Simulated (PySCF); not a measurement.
C₆H₅O, SMILES Oc1c[c]ccc1, multiplicity 2.

The structure is a stationary point at PBE-D3(BJ)/def2-SVP. The isomer is the one that the SMILES or the coordinates give; other isomers of the formula were not compared. One conformer was computed; it need not be the lowest.

Level of theory: PySCF 2.14.0 with TDA-ωB97X/def2-SVPD.

Vertical excitations. The molecule is in vacuum.

Question: Give excitation energies, oscillator strengths and character. (An estimate is asked for; the answer gives what the named calculation found.)

Answer: 
| state | energy (eV) | λ (nm) | f | main pairs |
|---|---|---|---|---|
| root 1 | 3.08 | 403 | 0.001 | β HOMO→LUMO 78 %, β HOMO−1→LUMO 13 % |
| root 2 | 3.36 | 369 | 0.001 | β HOMO−1→LUMO 78 %, β HOMO→LUMO 17 % |
| root 3 | 4.04 | 307 | 0.000 | α HOMO→LUMO+1 28 %, α HOMO−2→LUMO 11 %, α HOMO→LUMO 10 %, β HOMO→LUMO+1 20 %, β HOMO→LUMO+2 14 %, β HOMO−1→LUMO+1 10 % |
| root 4 | 4.54 | 273 | 0.002 | α HOMO→LUMO 46 %, α HOMO→LUMO+1 7 %, β HOMO→LUMO+1 20 %, β HOMO→LUMO+2 16 % |
| root 5 | 4.79 | 259 | 0.001 | α HOMO−2→LUMO 30 %, α HOMO→LUMO+1 16 %, β HOMO−1→LUMO+1 34 %, β HOMO→LUMO+1 8 %, β HOMO→LUMO+2 6 % |
| root 6 | 5.08 | 244 | 0.005 | α HOMO−1→LUMO 84 % |
| root 7 | 5.44 | 228 | 0.024 | α HOMO→LUMO 25 %, α HOMO−2→LUMO+1 19 %, α HOMO−2→LUMO 6 %, β HOMO→LUMO+1 26 %, β HOMO→LUMO+2 15 %, β HOMO−1→LUMO+2 9 % |
| root 8 | 5.52 | 225 | 0.000 | α HOMO−1→LUMO+1 85 % |
| root 9 | 5.57 | 223 | 0.002 | α HOMO−2→LUMO+1 42 %, β HOMO−1→LUMO+2 43 %, β HOMO−1→LUMO+1 9 % |
| root 10 | 6.29 | 197 | 0.056 | α HOMO→LUMO+1 28 %, α HOMO−2→LUMO 14 %, β HOMO→LUMO+2 26 %, β HOMO−1→LUMO+1 13 %, β HOMO→LUMO+1 9 % |
Unrestricted roots are not spin-pure.
